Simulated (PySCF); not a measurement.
Molecule: SMILES C=C[C@@]12CC=C(F)[C@@H]1C2, C8H9F.

Bonds (- single, = double, # triple, : aromatic): C1=C2, C2-C3, C3-C4, C4-C5, C5=C6, C6-F7, C6-C8, C8-C9, C8-C3, C9-C3. C1 carries H10, H11; C2 carries H12; C4 carries H13, H14; C5 carries H15; C8 carries H16; C9 carries H17, H18. Stereochemistry as in C=C[C@@]12CC=C(F)[C@@H]1C2. H11 is cis to C3; H18 is cis to C6 on the ring; H14 is cis to C9 on the ring; H10 is trans to C3; H17 is trans to C6 on the ring; H13 is trans to C9 on the ring.

Frames of a GFN2-xTB Langevin trajectory at 600 K; GIAO PBE0/pcSseg-1 shieldings in PySCF 2.14.0 with density-fitted response routines, gas phase, non-relativistic; equivalent atoms averaged within each frame.

Scale: 13C (σ = 186.93 ppm), 1H (σ = 31.72 ppm) against TMS; 19F (σ = 170.95 ppm) against CFCl3 (reference shieldings calculated alike). The references are static minima.

Question: How do the shifts (ppm) fluctuate along the trajectory?

Answer: 
| time (fs) | C6 | C2 | C1 | C5 | C9 | C8 | C3 | C4 | F7 | H12 |
| --- | --- | --- | --- | --- | --- | --- | --- | --- | --- | --- |
| 250 | 175.1 | 157.5 | 116.0 | 109.6 | 40.5 | 39.9 | 31.7 | 30.8 | -128.0 | 6.71 |
| 425 | 175.1 | 163.7 | 131.5 | 98.9 | 25.9 | 39.0 | 37.1 | 41.2 | -100.9 | 6.66 |
| 625 | 192.3 | 153.4 | 128.6 | 117.8 | 27.0 | 38.8 | 37.3 | 24.4 | -112.6 | 6.64 |
| 800 | 180.0 | 138.3 | 121.6 | 109.3 | 25.0 | 36.6 | 39.4 | 27.0 | -85.8 | 4.86 |
| 1000 | 180.9 | 142.6 | 121.2 | 119.0 | 31.4 | 47.9 | 34.7 | 47.6 | -122.8 | 7.11 |
| mean of frames | 180.7 | 151.1 | 123.8 | 110.9 | 30.0 | 40.5 | 36.0 | 34.2 | -110.0 | 6.39 |
| standard deviation | 7.1 | 10.5 | 6.2 | 8.1 | 6.4 | 4.3 | 2.9 | 9.8 | 17.1 | 0.88 |

5 frames give an uncertainty of the mean of about the standard deviation over 2.2 at best, since frames this close in time may not be independent; classical motion lacks zero-point vibration, and the reference would need the same averaging.
